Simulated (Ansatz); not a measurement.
Results of the Gaussian-basis code of Ansatz.

Basis-set series for F₂HHfIO, SMILES `[OH][Hf]([F])([F])[I]`. Total charge 0; spin multiplicity 1. Hf, I: def2 effective core potential. The structure was optimised at the PBE0-D4/def2-TZVP level. It is one conformer, not always the lowest.

```
functional       basis  functions  energy (Eh)  HOMO (eV)  LUMO (eV)
   PBE0-D4  def2-TZVPP        213   -621.42572      -7.99      -0.96
   PBE0-D4  def2-QZVPP        364   -621.44251      -8.00      -0.98
   ωB97M-V  def2-TZVPP        213   -621.53155     -10.07       0.63
   ωB97M-V  def2-QZVPP        364   -621.54714     -10.09       0.25
```

Problem. Give the rows for def2-SVP. (Best estimate.)

Solution. The calculation gave: 
```json
{"functional": "PBE0-D4", "basis": "def2-SVP", "functions": "105", "energy (Eh)": "-621.05926", "HOMO (eV)": "-7.94", "LUMO (eV)": "-0.91"}
{"functional": "ωB97M-V", "basis": "def2-SVP", "functions": "105", "energy (Eh)": "-621.15677", "HOMO (eV)": "-10.00", "LUMO (eV)": "0.74"}
```

Positive LUMOs are unbound and depend on the basis.
